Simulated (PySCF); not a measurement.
PySCF job for 1-chlorobutane (C4H9Cl), SMILES C(C)CCCl, PBE-D3(BJ)/def2-SVP. Coordinates come from a PBE-D3(BJ)/def2-SVP optimisation. One conformer was computed; it need not be the lowest.

```python
import numpy as np
from pyscf import gto, scf, dft, df
from pyscf.hessian import thermo

mol = gto.M(
    atom='''
    C    -2.77887991   -0.07707178   -0.01342604
    C    -1.31699642   -0.42748692   -0.28884662
    C    -0.41652265    0.80401985   -0.41560277
    C     1.05092457    0.49442641   -0.67167216
    Cl    1.81558804   -0.40377975    0.70504705
    H    -3.20886182    0.54732622   -0.82473374
    H    -2.88413931    0.49428007    0.93250608
    H    -3.40634760   -0.98640410    0.07561956
    H    -0.91851655   -1.07188904    0.52332122
    H    -1.24042325   -1.03071622   -1.22108854
    H    -0.49898933    1.42987557    0.49985840
    H    -0.76753420    1.44229791   -1.25889099
    H     1.64541880    1.41827588   -0.80568767
    H     1.18324310   -0.14211612   -1.56941853
    ''',
    basis='def2-SVP',
    charge=0,
    spin=0,
    max_memory=1600,
    verbose=3,
)
mf = dft.RKS(mol, xc='pbe').density_fit(auxbasis='def2-universal-jkfit')
mf.disp = 'd3bj'
mf.grids.level = 3
mf.conv_tol = 1e-11
mf.max_cycle = 100
mf.kernel()

# analytic Hessian; the response equations are solved on a coarser grid
h, args, fine = mf.Hessian(), (mf.mo_energy, mf.mo_coeff, mf.mo_occ), mf.grids
h.max_memory = max(150, 2.5e-5 * df.make_auxmol(mol, mf.with_df.auxbasis).nao * mol.nelec[0] * (mol.nelec[0] + mol.nao))  # MB; small integral blocks
h1ao = h.make_h1(mf.mo_coeff, mf.mo_occ)
mf.grids = dft.Grids(mol).set(level=1).build(with_non0tab=True)
mo1, mo_e1 = h.solve_mo1(*args, h1ao)
mf.grids = fine
hess = h.hess_elec(*args, mo1, mo_e1, h1ao) + h.hess_nuc()
if mf.do_disp():
    hess += h.get_dispersion()
for i in range(mol.natm):  # the analytic DFT Hessian lacks the response of the grid: restore translational invariance
    hess[i, i] -= hess[i].sum(axis=0)
hess = (hess + hess.transpose(1, 0, 3, 2)) / 2
vib = thermo.harmonic_analysis(mol, hess, imaginary_freq=False)
thermo.dump_normal_mode(mol, vib)
th = thermo.thermo(mf, vib['freq_au'][vib['freq_au'] > 0], 298.15, 101325)
thermo.dump_thermo(mol, th)
g0 = mf.nuc_grad_method().set(verbose=0).kernel()

# dipole derivatives [dipole axis, atom, xyz] from the same response
r, irp = mol.intor('int1e_r'), mol.intor('int1e_irp').reshape(3, 3, mol.nao, mol.nao)
sl, dm0, ok = mol.aoslice_by_atom(), np.array(mf.make_rdm1()), []
dmu = np.einsum('a,xt->xat', mol.atom_charges(), np.eye(3))
for a, (_, _, p0, p1) in enumerate(sl):
    dmu[:, a] += 2 * np.einsum('xtij,ij->xt', irp[:, :, :, p0:p1], dm0.reshape(-1, mol.nao, mol.nao).sum(0)[:, p0:p1])
    for u, c, occ, f in [(mo1, mf.mo_coeff, mf.mo_occ, 4)]:
        dmu[:, a] -= f * np.einsum('tui,xuv,vi->xt', u[a], r, c[:, occ > 0], optimize=True)
L = vib['norm_mode']
ir = 974.8801 * (np.einsum('xat,kat->kx', dmu, L) ** 2).sum(1)       # km/mol
apt = np.einsum('xax->a', dmu) / 3

# polarisability derivatives from nuclear gradients in small electric fields
h0, F = mf.get_hcore(), 0.005
def in_field(f, guess):
    m = mf.copy()
    m.verbose, m.conv_tol, m.conv_tol_grad = 0, 1e-11, 2e-7
    m.get_hcore = lambda *a: h0 + np.einsum('x,xij->ij', f, r)
    m.kernel(guess)
    ok.append(m.converged)
    dm = np.array(m.make_rdm1())
    g = m.nuc_grad_method().kernel() - np.outer(mol.atom_charges(), f)
    for a, (_, _, p0, p1) in enumerate(sl):
        g[a] -= 2 * np.einsum('x,xtij,ij->t', f, irp[:, :, :, p0:p1], dm[:, p0:p1])
    return g, -np.einsum('xij,ij->x', r, dm), dm
E = np.eye(3) * F
g0, _, dm0 = in_field(np.zeros(3), dm0)
gp = [in_field(e, dm0) for e in E]
gm = [in_field(-e, 2 * dm0 - p[2]) for e, p in zip(E, gp)]
alpha = np.array([(p[1] - q[1]) / (2 * F) for p, q in zip(gp, gm)])  # bohr^3
check = abs(np.array([-(p[0] - q[0]) / (2 * F) for p, q in zip(gp, gm)]) - dmu).max()
print('static polarisability / bohr^3:', alpha.round(3))
print('largest difference of analytic and finite-field dipole derivatives / e:', check)
da = np.zeros((3, 3, mol.natm, 3))
for x in range(3):
    da[x, x] = -(gp[x][0] + gm[x][0] - 2 * g0) / F**2
for x, y in ((0, 1), (0, 2), (1, 2)):
    up, down = in_field(E[x] + E[y], gp[x][2] + gp[y][2] - dm0), in_field(-E[x] - E[y], gm[x][2] + gm[y][2] - dm0)
    both = -(up[0] + down[0] - 2 * g0) / F**2
    da[x, y] = da[y, x] = (both - da[x, x] - da[y, y]) / 2
aq = np.einsum('xyat,kat->kxy', da, L) * 0.529177210903**2           # A^2/amu^1/2
a = np.einsum('kxx->k', aq) / 3
g2 = 1.5 * (aq**2).sum((1, 2)) - 4.5 * a**2
raman, depol = 45 * a**2 + 7 * g2, 3 * g2 / (45 * a**2 + 4 * g2 + 1e-12)
print('mode   freq/cm-1   IR/(km/mol)   Raman/(A^4/amu)   depolarisation')
for k, w in enumerate(vib['freq_wavenumber']):
    print(f'{k + 1:4d} {w:11.2f} {ir[k]:13.3f} {raman[k]:17.3f} {depol[k]:16.3f}')
print('max |gradient| / (hartree/bohr):', abs(g0).max())
print('APT charges:', apt.round(4))
```

It prints:

```
converged SCF energy = -617.382211212929

WARN: DFTD3 does not support analytical Hessian, using finite difference


WARN: Mole.unit (angstrom) is changed to Bohr

Mode                                 0                   1                   2
Irrep
Freq [cm^-1]                       87.4165            130.2597            237.4678
Reduced mass [au]                   2.1194              2.8221              1.6245
Force const [Dyne/A]                0.0095              0.0282              0.0540
Char temp [K]                     125.7729            187.4147            341.6633
Normal mode                   x     y     z       x     y     z       x     y     z
       0   C                 0.05 -0.01  0.12    0.06 -0.05  0.03    0.01 -0.06 -0.03
       1   C                 0.01 -0.00 -0.13    0.08  0.02  0.06    0.05  0.06  0.06
       2   C                 0.02 -0.00 -0.06    0.02  0.05 -0.07    0.04  0.07  0.04
       3   C                 0.02 -0.01 -0.02    0.03  0.07 -0.00   -0.01 -0.07 -0.06
       4  Cl                -0.04  0.01  0.03   -0.08 -0.04 -0.01   -0.04  0.01 -0.00
       5   H                -0.04  0.15  0.29   -0.01 -0.21 -0.05    0.10  0.16  0.10
       6   H                 0.19 -0.19  0.24    0.04  0.09 -0.05   -0.15 -0.35  0.13
       7   H                 0.04 -0.01  0.03    0.14 -0.09  0.19    0.04 -0.11 -0.39
       8   H                 0.09 -0.12 -0.26    0.13  0.13  0.13    0.05  0.08  0.07
       9   H                -0.12  0.13 -0.22    0.12 -0.08  0.12    0.13  0.06  0.07
      10   H                 0.00 -0.04 -0.04   -0.03  0.14 -0.13    0.14  0.06  0.06
      11   H                 0.04  0.03 -0.05    0.01 -0.05 -0.14    0.00  0.08  0.07
      12   H                 0.03 -0.02 -0.02    0.05  0.08  0.10    0.08 -0.15 -0.21
      13   H                 0.05 -0.04 -0.00    0.08  0.13 -0.03   -0.16 -0.19  0.00
Mode                                 3                   4                   5
Irrep
[...]
       8   H                -0.26 -0.11  0.05    0.01  0.12  0.09   -0.03  0.07  0.08
       9   H                -0.28 -0.12  0.04   -0.01  0.13 -0.08   -0.01  0.09 -0.07
      10   H                 0.32  0.06 -0.00    0.15 -0.49  0.39    0.03 -0.10  0.08
      11   H                 0.24  0.03 -0.09    0.08 -0.47 -0.42    0.02 -0.07 -0.09
      12   H                 0.07 -0.02 -0.00    0.02 -0.03 -0.14   -0.22  0.26  0.54
      13   H                -0.05  0.01 -0.01    0.13  0.08 -0.03   -0.42 -0.44  0.21
Mode                                24                  25                  26
Irrep
Freq [cm^-1]                     1418.0104           1421.3770           1432.0126
Reduced mass [au]                   1.0606              1.0374              1.0892
Force const [Dyne/A]                1.2565              1.2349              1.3160
Char temp [K]                    2040.2013           2045.0451           2060.3473
Normal mode                   x     y     z       x     y     z       x     y     z
       0   C                -0.00  0.02  0.01    0.01 -0.01  0.04   -0.01 -0.03 -0.00
       1   C                 0.04 -0.03 -0.01   -0.01  0.00  0.03   -0.00 -0.07 -0.00
       2   C                 0.00 -0.02 -0.00    0.00  0.01 -0.00    0.02 -0.00 -0.00
       3   C                -0.01 -0.00  0.01   -0.00 -0.00 -0.00   -0.00 -0.00  0.00
       4  Cl                 0.00 -0.00  0.00   -0.00  0.00 -0.00   -0.00  0.00 -0.00
       5   H                -0.04 -0.35 -0.26   -0.41 -0.20  0.09    0.02  0.37  0.29
       6   H                 0.19 -0.26  0.19    0.35  0.36 -0.16   -0.13  0.36 -0.24
       7   H                -0.21  0.14 -0.09   -0.08 -0.01 -0.67    0.23 -0.19 -0.01
       8   H                -0.13  0.32  0.34    0.08 -0.06 -0.06   -0.02  0.32  0.30
       9   H                -0.25  0.34 -0.25   -0.01 -0.02  0.04   -0.09  0.33 -0.26
      10   H                -0.04  0.08 -0.07   -0.03 -0.03  0.02   -0.06  0.07 -0.06
      11   H                -0.01  0.08  0.08    0.03 -0.00 -0.01   -0.04  0.07  0.08
      12   H                 0.05 -0.05 -0.09   -0.00  0.00  0.01   -0.03  0.01  0.02
      13   H                 0.07  0.08 -0.04    0.01 -0.01  0.01   -0.02 -0.01  0.00
Mode                                27                  28                  29
Irrep
Freq [cm^-1]                     2951.4873           2962.1652           2964.9459
Reduced mass [au]                   1.0627              1.0633              1.0405
Force const [Dyne/A]                5.4544              5.4968              5.3891
Char temp [K]                    4246.5331           4261.8961           4265.8970
Normal mode                   x     y     z       x     y     z       x     y     z
       0   C                -0.00  0.00  0.00    0.01 -0.01 -0.01   -0.04  0.02  0.01
       1   C                -0.00  0.01  0.00   -0.02  0.05  0.03   -0.00  0.02  0.01
       2   C                 0.02 -0.06  0.02   -0.01  0.01 -0.01   -0.00  0.01 -0.01
       3   C                 0.00  0.00 -0.00   -0.00  0.00 -0.00   -0.00 -0.00  0.00
       4  Cl                -0.00  0.00 -0.00    0.00 -0.00  0.00    0.00 -0.00  0.00
       5   H                 0.01 -0.02  0.03   -0.08  0.11 -0.15    0.22 -0.33  0.43
       6   H                 0.00 -0.02 -0.03   -0.02  0.12  0.21    0.04 -0.27 -0.46
       7   H                 0.02  0.04 -0.00   -0.07 -0.10  0.01    0.26  0.39 -0.04
       8   H                 0.05 -0.08  0.10    0.14 -0.23  0.31    0.04 -0.06  0.09
       9   H                 0.01 -0.08 -0.13    0.05 -0.42 -0.67    0.02 -0.15 -0.24
      10   H                -0.03  0.27  0.42   -0.00 -0.00 -0.01   -0.00 -0.01 -0.02
      11   H                -0.25  0.45 -0.61    0.06 -0.11  0.15    0.04 -0.07  0.10
      12   H                -0.03 -0.05  0.00    0.00  0.00 -0.00    0.01  0.01 -0.00
      13   H                -0.00  0.01  0.01    0.00  0.00 -0.00    0.00 -0.01 -0.01
Mode                                30                  31                  32
Irrep
Freq [cm^-1]                     2998.6629           3008.1691           3020.6784
Reduced mass [au]                   1.0831              1.0747              1.1010
Force const [Dyne/A]                5.7383              5.7298              5.9192
Char temp [K]                    4314.4083           4328.0856           4346.0836
Normal mode                   x     y     z       x     y     z       x     y     z
       0   C                 0.00  0.00 -0.00    0.00 -0.00  0.01    0.00 -0.00  0.03
       1   C                 0.01 -0.01  0.02   -0.01  0.01 -0.04   -0.02  0.01 -0.06
       2   C                -0.00 -0.01 -0.06    0.00  0.01  0.04   -0.01 -0.00 -0.05
       3   C                -0.02  0.00  0.03   -0.03 -0.01  0.04    0.01  0.01 -0.01
       4  Cl                 0.00 -0.00  0.00    0.00 -0.00 -0.00   -0.00 -0.00  0.00
       5   H                 0.01 -0.02  0.02   -0.03  0.05 -0.06   -0.08  0.13 -0.16
       6   H                -0.01  0.03  0.04    0.01 -0.04 -0.07    0.02 -0.12 -0.19
       7   H                -0.02 -0.03  0.00    0.02  0.03  0.00    0.02  0.03  0.01
       8   H                -0.11  0.18 -0.23    0.15 -0.24  0.30    0.21 -0.36  0.45
       9   H                 0.01 -0.04 -0.06   -0.01  0.09  0.13   -0.02  0.20  0.30
      10   H                -0.05  0.35  0.51    0.03 -0.19 -0.27   -0.03  0.23  0.34
      11   H                 0.10 -0.18  0.23   -0.07  0.12 -0.16    0.10 -0.17  0.23
      12   H                 0.17  0.26 -0.02    0.26  0.41 -0.04   -0.09 -0.14  0.02
      13   H                 0.06 -0.29 -0.39    0.07 -0.34 -0.45   -0.02  0.07  0.10
Mode                                33                  34                  35
Irrep
Freq [cm^-1]                     3048.7390           3060.4594           3073.4048
Reduced mass [au]                   1.1032              1.1026              1.1105
Force const [Dyne/A]                6.0417              6.0847              6.1802
Char temp [K]                    4386.4567           4403.3197           4421.9452
Normal mode                   x     y     z       x     y     z       x     y     z
       0   C                -0.01  0.01 -0.08   -0.03 -0.08 -0.00   -0.00 -0.00 -0.00
       1   C                -0.01  0.00 -0.03    0.00 -0.01 -0.00   -0.00  0.00 -0.00
       2   C                -0.00 -0.00 -0.01    0.00  0.00 -0.00    0.00 -0.00 -0.01
       3   C                 0.00  0.00  0.00    0.00  0.00  0.00   -0.03 -0.08 -0.03
       4  Cl                -0.00 -0.00  0.00   -0.00  0.00 -0.00    0.00  0.00  0.00
       5   H                 0.24 -0.36  0.46   -0.11  0.14 -0.21   -0.00 -0.00 -0.00
       6   H                -0.06  0.32  0.52   -0.04  0.18  0.33   -0.00  0.00  0.01
       7   H                -0.04 -0.05 -0.01    0.46  0.68 -0.07    0.00  0.01 -0.00
       8   H                 0.10 -0.16  0.20   -0.02  0.03 -0.04    0.00 -0.01  0.01
       9   H                -0.01  0.10  0.15   -0.00  0.02  0.04    0.00  0.01  0.01
      10   H                -0.00  0.04  0.05    0.00  0.00  0.00   -0.01  0.05  0.07
      11   H                 0.01 -0.03  0.04    0.00  0.00 -0.00    0.00 -0.00  0.01
      12   H                -0.01 -0.02  0.00   -0.01 -0.01  0.00    0.41  0.62 -0.08
      13   H                -0.00 -0.00 -0.00   -0.00 -0.00 -0.00   -0.08  0.34  0.46
temperature 298.1500 [K]
pressure 101325.00 [Pa]
Rotational constants [GHz] 9.13968 1.67714 1.51803
Symmetry number 1
Zero-point energy (ZPE) 0.12001 [Eh]   315081.912 [J/mol]
                           tot       elec      trans        rot        vib
Entropy [J/mol/K]       337.401      0.000    165.217    113.079     59.106
Cv [J/mol/K]             95.201      0.000     12.472     12.472     70.258
Cp [J/mol/K]            103.516      0.000     20.786     12.472     70.258
Internal energy [J/mol]                      3718.434   3718.434 324986.732
Internal energy [Eh]   -617.25560  -617.38221
Enthalpy [J/mol]                             6197.391   3718.434 324986.732
Enthalpy [Eh]          -617.25465
Gibbs free energy [J/mol]                  -43061.956 -29996.023 307364.289
Gibbs free energy [Eh] -617.29297
static polarisability / bohr^3: [[63.654 -1.311  3.016]
 [-1.313 51.077 -3.891]
 [ 3.018 -3.888 52.318]]
largest difference of analytic and finite-field dipole derivatives / e: 0.0003887147945362268
mode   freq/cm-1   IR/(km/mol)   Raman/(A^4/amu)   depolarisation
   1       87.42         0.458             0.293            0.743
   2      130.26         1.492             0.691            0.743
   3      237.47         0.558             0.197            0.518
   4      253.90         0.142             0.056            0.698
   5      296.70         0.661             1.384            0.290
   6      467.22         2.027             1.792            0.521
   7      651.34        17.568             9.067            0.243
   8      735.31        10.847             1.366            0.161
   9      800.89         0.132             4.832            0.349
  10      855.11         6.427             3.545            0.736
  11      910.65         4.040             1.353            0.529
  12      998.31         7.978             0.844            0.277
  13     1048.75         0.990             5.755            0.725
  14     1055.85         0.110             4.332            0.550
  15     1092.91         2.623             2.917            0.737
  16     1172.79         0.799             5.842            0.741
  17     1207.61         1.747             3.906            0.638
  18     1251.75        18.989             6.870            0.750
  19     1268.48         1.692             6.538            0.750
  20     1286.61         9.622            10.340            0.717
  21     1346.41         0.357             1.709            0.672
  22     1356.61         1.126             4.703            0.709
  23     1396.03         4.287            18.718            0.750
  24     1409.10         3.277             7.248            0.732
  25     1418.01         1.007            20.460            0.745
  26     1421.38         7.426            17.411            0.749
  27     1432.01         5.314             2.376            0.746
  28     2951.49        12.164           139.300            0.097
  29     2962.17        17.549           133.999            0.089
  30     2964.95        38.912            91.594            0.032
  31     2998.66         4.134           154.210            0.450
  32     3008.17        17.014           109.286            0.150
  33     3020.68        16.903            17.942            0.709
  34     3048.74        36.389            34.060            0.737
  35     3060.46        21.858            92.640            0.647
  36     3073.40        11.163            74.392            0.660
max |gradient| / (hartree/bohr): 3.876075044475906e-05
APT charges: [ 0.066   0.0867  0.036   0.3645 -0.3148 -0.0235 -0.0182 -0.0208 -0.0069
 -0.0475 -0.0213 -0.0356 -0.0342 -0.0303]
```

The calculation finished and met its thresholds.
